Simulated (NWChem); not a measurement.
System: CNO anion

Excerpt of the output:

```
             Northwest Computational Chemistry Package (NWChem) 7.3.0
             --------------------------------------------------------

 ORDER OF PRIMARY AXIS IS BEING SET TO 4
 C4V symmetry detected

 AUTOZ failed to generate good internal coordinates.
 Cartesian coordinates will be used in optimizations.

                             Geometry "geometry" -> ""
                             -------------------------

 Output coordinates in angstroms (scale by  1.889725989 to convert to a.u.)

  No.       Tag          Charge          X              Y              Z
 ---- ---------------- ---------- -------------- -------------- --------------
    1 N                    7.0000     0.00000000     0.00000000     1.24094527
    2 C                    6.0000     0.00000000     0.00000000     0.07275672
    3 O                    8.0000     0.00000000     0.00000000    -1.14039465

 Effective nuclear repulsion energy (a.u.)      52.4074105943

      Symmetry information
      --------------------

 Group name             C4v
 Group number             18
 Group order               8
 No. of unique centers     3

                           NWChem Geometry Optimization
                           ----------------------------

 maximum gradient threshold         (gmax) =   0.000450
 rms gradient threshold             (grms) =   0.000300
 maximum cartesian step threshold   (xmax) =   0.001800
 rms cartesian step threshold       (xrms) =   0.001200
 fixed trust radius                (trust) =   0.300000
 source of zmatrix                         =

          -------------------
          Energy Minimization
          -------------------

 Using diagonal initial Hessian

          --------
          Step   0

                                 NWChem DFT Module
                                 -----------------

 Summary of "ao basis" -> "ao basis" (spherical)
 ------------------------------------------------------------------------------
       Tag                 Description            Shells   Functions and Types
 ---------------- ------------------------------  ------  ---------------------
 N                         def2-svpd                 8       20   4s2p2d
 C                         def2-svpd                 8       20   4s2p2d
 O                         def2-svpd                 9       23   4s3p2d

      Symmetry analysis of basis
      --------------------------

        a1         25
        a2          0
        b1          6
        b2          6
        e          26

[...]

      ----------------------
      Optimization converged
      ----------------------

  Step       Energy      Delta E   Gmax     Grms     Xrms     Xmax
  ---- ---------------- -------- -------- -------- -------- --------
@    3    -168.01463197 -7.4D-09  0.00001  0.00000  0.00003  0.00006
                                     ok       ok       ok       ok

                         Geometry "geometry" -> "geometry"
                         ---------------------------------

 Output coordinates in angstroms (scale by  1.889725989 to convert to a.u.)

  No.       Tag          Charge          X              Y              Z
 ---- ---------------- ---------- -------------- -------------- --------------
    1 N                    7.0000     0.00000000     0.00000000     1.26175444
    2 C                    6.0000     0.00000000     0.00000000     0.07094988
    3 O                    8.0000     0.00000000     0.00000000    -1.15939698

 Effective nuclear repulsion energy (a.u.)      51.5488230678

      Symmetry information
      --------------------

 Group name             C4v
 Group number             18
 Group order               8
 No. of unique centers     3

[...]

 Rotational Constants
 --------------------
 A=   0.000000 cm-1  (  0.000000 K)
 B=   0.384407 cm-1  (  0.553063 K)
 C=   0.384407 cm-1  (  0.553063 K)

 Temperature                      =   298.15K
 frequency scaling parameter      =   1.0000

 Linear Molecule

 Zero-Point correction to Energy  =    6.811 kcal/mol  (  0.010854 au)
 Thermal correction to Energy     =    8.485 kcal/mol  (  0.013521 au)
 Thermal correction to Enthalpy   =    9.077 kcal/mol  (  0.014465 au)

 Total Entropy                    =   52.448 cal/mol-K
   - Translational                =   37.115 cal/mol-K (mol. weight =  41.9980)
   - Rotational                   =   14.480 cal/mol-K (symmetry #  =        1)
   - Vibrational                  =    0.853 cal/mol-K

 Cv (constant volume heat capacity) =    7.100 cal/mol-K
   - Translational                  =    2.979 cal/mol-K
   - Rotational                     =    1.986 cal/mol-K
   - Vibrational                    =    2.134 cal/mol-K

[normal modes left out]

 ----------------------------------------------------------------------------
 Normal Eigenvalue ||           Projected Infra Red Intensities
  Mode   [cm**-1]  || [atomic units] [(debye/angs)**2] [(KM/mol)] [arbitrary]
 ------ ---------- || -------------- ----------------- ---------- -----------
    1       -0.000 ||    0.004708           0.109         4.589       0.475
    2        0.000 ||    0.021091           0.487        20.561       2.128
    3        0.000 ||    0.004708           0.109         4.589       0.475
    4        0.000 ||    0.021091           0.487        20.561       2.128
    5        0.000 ||    0.023811           0.549        23.212       2.402
    6      623.753 ||    0.007925           0.183         7.726       0.800
    7      623.753 ||    0.007925           0.183         7.726       0.800
    8     1263.894 ||    0.069185           1.596        67.445       6.980
    9     2255.149 ||    0.731654          16.880       713.253      73.814
 ----------------------------------------------------------------------------
```

Level: B3LYP/def2-SVPD. 

**Question.** Which NWChem input produces such a log?

**Answer.** This is not unique; one that fits is the input that was run:
```
start job
memory heap 200 mb stack 900 mb global 1100 mb
charge -1
geometry units angstroms
  N      1.239313     0.055990     0.018340
  C      0.072443     0.003258     0.001071
  O     -1.139341    -0.051462    -0.016860
end
basis spherical
  * library def2-svpd
end
dft
  xc b3lyp
  iterations 150
end
driver
  maxiter 120
end
task dft optimize
task dft freq
```
